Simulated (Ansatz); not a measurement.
Cartesian coordinates in Å:
```
C -0.3284 -1.8095 -0.5887
B -0.7216 -0.3871 -0.0606
P -1.8794 -0.2403 1.4447
C -0.2227 0.9031 -0.7695
Si 1.4760 1.3666 -0.0964
H 0.6961 -2.0139 -0.2472
H -0.9500 -2.6246 -0.2131
H -0.2969 -1.8610 -1.6812
H -1.3459 -1.2482 2.2822
H -1.3204 0.8742 2.1143
H -0.8509 1.7826 -0.5947
H -0.0891 0.7695 -1.8488
H 1.3907 1.7069 1.3482
H 2.0114 2.5439 -0.8309
H 2.4313 0.2378 -0.2583
```

Charge 0, multiplicity 1.

**Question.** List the ωB97M-V/def2-TZVPP orbital energies in eV (Ansatz 0.2.0). (An estimate is asked.)

**Answer.** Ansatz gave: Occupied: -2104.72, -1806.97, -280.95, -280.78, -187.99, -182.32, -148.05, -130.96, -130.92, -130.85, -102.16, -102.16, -102.16, -23.12, -21.97, -20.33, -17.36, -15.29, -14.73, -14.11, -13.80, -12.84, -12.49, -11.95, -11.71, -11.25, -10.81, -9.27. Lowest empty: 0.90, 1.82, 2.56, 2.82, 2.91, 2.95, 3.26, 3.60.
